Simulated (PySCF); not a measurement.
# Cost against result

Saddle point of CH7BSe, singlet (CH₅B ([BH2][CH3]) + H₂Se → BH₃Se ([BH2][SeH]) + CH₄; bonds formed: C2–H5; dative contacts that become bonds: B1–Se6; bonds broken: B1–C2, H5–Se6), PBE0-D4/def2-TZVP structure:

```
10
angstrom
B 0.5791 0.5745 0.0612
C -0.9612 0.1597 -0.5922
H 0.4320 1.2156 1.0547
H 1.2873 0.9400 -0.8286
H 0.1141 -0.7068 -0.0534
Se 1.5953 -1.2780 0.6696
H -0.9854 -0.4309 -1.5103
H -1.7063 -0.2178 0.1099
H -1.2356 1.1849 -0.8539
H 0.8808 -1.4412 1.9429
```

Barriers are electronic and count from the start structure reached by relaxing down the imaginary mode.

PySCF 2.14 with density fitting (its default auxiliary sets; JK sets also for MP2 and CCSD(T)); basis: as named in each row; cores frozen in the correlated methods. Filled d shells of the heavier atoms are correlated. The def2 sets are not built for correlating such inner shells, so the correlated values are less sure here. B3LYP uses VWN-RPA correlation. Extrapolation: Hartree–Fock as exp(−7.88 √X), correlation as X^−2.97.

Times are rough, for one single point on 4 threads of a shared host (AMD EPYC 7R43).

The estimate by CCSD(T) at an estimated basis limit (MP2 extrapolated from triple and quadruple zeta, plus CCSD(T) − MP2 in triple zeta) is 0.899 eV.

```json
{"method": "HF", "basis": "STO-3G", "time (s)": "under 1", "barrier (eV)": "2.278", "method less estimate": "1.379"}
{"method": "B3LYP-D4", "basis": "6-31G", "time (s)": "4", "barrier (eV)": "0.842", "method less estimate": "-0.057"}
{"method": "PBE0-D4", "basis": "def2-SVP", "time (s)": "4", "barrier (eV)": "0.812", "method less estimate": "-0.087"}
{"method": "PBE-D4", "basis": "def2-SVP", "time (s)": "5", "barrier (eV)": "0.693", "method less estimate": "-0.207"}
{"method": "MP2", "basis": "def2-QZVPP", "time (s)": "6", "barrier (eV)": "0.815", "method less estimate": "-0.084"}
{"method": "SPW92", "basis": "def2-TZVPP", "time (s)": "8", "barrier (eV)": "0.566", "method less estimate": "-0.334"}
{"method": "PBE0-D4", "basis": "def2-TZVPP", "time (s)": "8", "barrier (eV)": "0.792", "method less estimate": "-0.107"}
{"method": "B3LYP-D4", "basis": "def2-TZVPP", "time (s)": "8", "barrier (eV)": "0.904", "method less estimate": "0.005"}
{"method": "BHLYP-D4", "basis": "def2-TZVPP", "time (s)": "8", "barrier (eV)": "1.055", "method less estimate": "0.156"}
{"method": "PBE-D4", "basis": "def2-TZVPP", "time (s)": "10", "barrier (eV)": "0.683", "method less estimate": "-0.216"}
{"method": "r2SCAN-D4", "basis": "def2-TZVPP", "time (s)": "18", "barrier (eV)": "0.747", "method less estimate": "-0.152"}
{"method": "CCSD(T)", "basis": "def2-SVP", "time (s)": "32", "barrier (eV)": "1.048", "method less estimate": "0.149"}
{"method": "wB97M-V", "basis": "def2-TZVPP", "time (s)": "240", "barrier (eV)": "0.932", "method less estimate": "0.033"}
{"method": "CCSD(T)", "basis": "def2-TZVPP", "time (s)": "460", "barrier (eV)": "0.964", "method less estimate": "0.064"}
```

All methods are single points on the PBE0-D4 structures.

No T1 diagnostic of these runs exceeds 0.012.

Labels in which every atom is bracketed show which atoms are joined, not bond orders.
